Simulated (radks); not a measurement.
Task: The mean radii <r> (bohr) of the occupied orbitals of an atom or ion are listed with their occupations. Method: scalar-relativistic Kohn-Sham, LDA (Slater exchange, VWN5 correlation), spin-polarised, spherical densities, finite nucleus; Fermi nuclear charge, rms radius of each element as measured or else 0.836 A^(1/3) + 0.57 fm; computed with a radial shooting solver on a logarithmic mesh with Libxc functionals.

| orbital | occ. | <r> |
|---|---|---|
| 1s up | 1 | 0.06956 |
| 1s down | 1 | 0.06941 |
| 2s up | 1 | 0.3037 |
| 2s down | 1 | 0.3064 |
| 2p up | 3 | 0.2640 |

Name the element and its charge. Open shells, if any, are filled with parallel spins first.

Result: Z = 22, titanium, charge +15: Ti15+ in [He] 2s2 2p3. The 1s radius gives Z: for a bare nucleus <r> = (2 gamma + 1)/(2Z) with gamma = sqrt(1 - (Z/c)^2), 0.06759 bohr for Z = 22, and screening makes it slightly larger (0.06956 here). The occupations add up to 7, and the charge is Z minus that.
